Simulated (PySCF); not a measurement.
Working out the ionisation energy of Si⁺

Si⁺ [Ne] 3s2 3p1 (2P) → Si²⁺ [Ne] 3s2 (1S). Calculation: PySCF 2.14, in x2c-SVPall; scalar relativity by spin-free X2C-1e. Frozen: [Ne]. Energies in hartree (1 hartree = 27.21139 eV):

| part | Si⁺ (lower) | Si²⁺ (upper) |
| --- | --- | --- |
| UHF | -289.067590 | -288.487365 |
| CCSD correlation | -0.052915 | -0.043450 |
| (T) | -0.000657 | 0.000000 |

Q: What does Hartree-Fock give?

A: (-288.487365) − (-289.067590) = 0.580225 hartree = 15.789 eV.

Q: What do CCSD and CCSD(T) give?

A: The CCSD correlation energies differ by 0.009465 hartree = 0.258 eV and the triples by 0.000657 hartree = 0.018 eV, so CCSD gives 16.047 eV and CCSD(T) 16.065 eV.

Measured between the centres of the two terms (NIST): 16.322 eV, so CCSD(T) (valence) is off by -0.257 eV.

A double-zeta basis recovers only part of the correlation energy.

What remains against the reference includes basis incompleteness, the frozen core and higher excitations.
